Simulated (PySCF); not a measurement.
C3H5ClOSi, SMILES C=C=C(Cl)[SiH2]O. Atoms are numbered in the order given.

```xyz
11

C      2.4622    -1.1374    -0.0239
C      1.3910    -0.3831    -0.0433
C      0.2832     0.3139    -0.0556
Cl     0.3047     2.0792    -0.2294
Si    -1.4377    -0.4349     0.1059
O     -1.3317    -2.0888     0.2586
H      2.8811    -1.5538    -0.9473
H      2.9823    -1.3677     0.9133
H     -2.0897     0.2161     1.2781
H     -2.2138    -0.1696    -1.1286
H     -0.7782    -2.4329     0.9696
```
Charge 0, spin multiplicity 1.

The structure is a stationary point at B3LYP-D3(BJ)/def2-SVP. The structure was generated by enumeration, and PubChem lists no compound with its InChIKey, so it may never have been made. One conformer was computed; it need not be the lowest.

All values below come from SMD-B3LYP/6-31G* (PySCF).

Solvation free energies are E(SMD) − E(gas) at the gas-phase geometry, for 1 M in both phases. In vacuum the dipole moment is 2.52 D.

Computed solvation free energies in water, benzene, methanol:
```csv
solvent,ΔG(solv) (kcal/mol),its non-electrostatic (CDS) part,dipole (D)
water,-3.3,4.4,3.61
benzene,-4.0,-2.0,2.95
methanol,-6.6,0.8,3.58
```
